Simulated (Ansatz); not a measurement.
All values below come from Ansatz (a quantum-chemistry and plane-wave program) with frozen-core CCSD(T)/cc-pVTZ // PBE0-D3(BJ)/def2-SVP.

Ansatz 0.2 input:
```yaml
crystal:
  periodic: [false, false, false]
  atoms:
    - { symbol: Ga, position_ang: [-0.253281, 0.04083, 0.171747] }
    - { symbol: C, position_ang: [-1.395141, -1.378345, -0.640234] }
    - { symbol: H, position_ang: [-1.582108, -1.206052, -1.713466] }
    - { symbol: H, position_ang: [-2.381395, -1.403722, -0.147625] }
    - { symbol: H, position_ang: [-0.959622, -2.385388, -0.527649] }
    - { symbol: C, position_ang: [-0.633493, 1.936355, -0.317766] }
    - { symbol: H, position_ang: [-1.539766, 2.290595, 0.201073] }
    - { symbol: H, position_ang: [-0.817517, 2.063814, -1.397763] }
    - { symbol: H, position_ang: [0.183531, 2.618455, -0.028536] }
    - { symbol: C, position_ang: [0.545752, -0.316896, 1.96361] }
    - { symbol: H, position_ang: [0.945866, -1.341064, 2.049853] }
    - { symbol: H, position_ang: [-0.21823, -0.208497, 2.75138] }
    - { symbol: H, position_ang: [1.357212, 0.387875, 2.21128] }
    - { symbol: N, position_ang: [1.533676, -0.251988, -1.040583] }
    - { symbol: H, position_ang: [2.263241, 0.414068, -0.788627] }
    - { symbol: H, position_ang: [1.330831, -0.128945, -2.032094] }
    - { symbol: H, position_ang: [1.913898, -1.18972, -0.91619] }
basis:
  gaussian: { orbitals: cc-pVTZ }
correlation:
  method: ccsd_t
```

Output:

```
Functional definition: HF
1862 factors; integrals over basis functions are off by at most 1.3e-3 eV
mean field evaluation 1: about -57095.0938 eV, gradient 4.8e1 eV
mean field evaluation 2: about -57095.1639 eV, gradient 4.8e1 eV
mean field evaluation 4: about -57100.6916 eV, gradient 3.7e0 eV
mean field evaluation 8: about -57100.7510 eV, gradient 2.4e-1 eV
mean field evaluation 16: about -57099.6622 eV, gradient 2.1e1 eV
mean field -57100.75129166 eV, -2098.4139056890 hartree, gradient 1.2e-6 eV, S^2 0.000000; 0 other end points of the search recorded, 0 dependent functions left out
13 core orbitals not correlated
reference -57100.75129166 eV, -2098.4139056890 hartree; 21, 21 occupied and 297, 297 virtual orbitals, 1862 factors
second order -26.16447316 eV of doubles, -0.00000000 eV of singles
cycle   1  -26.90445981 eV  change   -7.4e-1 eV  update   1.1e-1
cycle   2  -27.57734169 eV  change   -6.7e-1 eV  update   3.0e-2
cycle   3  -27.69107493 eV  change   -1.1e-1 eV  update   1.3e-2
cycle   4  -27.68976335 eV  change    1.3e-3 eV  update   2.9e-3
cycle   5  -27.68974735 eV  change    1.6e-5 eV  update   1.1e-3
cycle   6  -27.68971810 eV  change    2.9e-5 eV  update   2.9e-4
cycle   7  -27.68964194 eV  change    7.6e-5 eV  update   9.9e-5
cycle   8  -27.68964959 eV  change   -7.6e-6 eV  update   3.3e-5
perturbative correction -1.10246343 eV, -0.0405147839 hartree
Total energy: -57129.54340468 eV, -2099.4719963266 hartree
```

Cost: around 90 core-minutes (rough).
